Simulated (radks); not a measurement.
All-electron atom: Ne2.8+ in 1s(up 1, down 0.2) 2s2 2p4 (fractional occupations, a model configuration). Method: scalar-relativistic Kohn-Sham, SCAN, spin-polarised, spherical densities, finite nucleus; open shells are filled with parallel spins first; meta-GGA in the generalised Kohn-Sham scheme; Fermi nuclear charge, rms radius 3.0055 fm; computed with a radial shooting solver on a logarithmic mesh with Libxc functionals.

X-ray form factor f0, the Fourier transform of the density (f0(0) = 7.2):

| sin(theta)/lambda (1/angstrom) | f0 (electrons) |
|---|---|
| 0.05 | 7.127 |
| 0.1 | 6.915 |
| 0.15 | 6.581 |
| 0.2 | 6.152 |
| 0.25 | 5.656 |
| 0.3 | 5.127 |
| 0.4 | 4.071 |
| 0.5 | 3.141 |
| 0.6 | 2.405 |
| 0.8 | 1.487 |
| 1 | 1.064 |
| 1.25 | 0.845 |
| 1.5 | 0.741 |
| 2 | 0.586 |
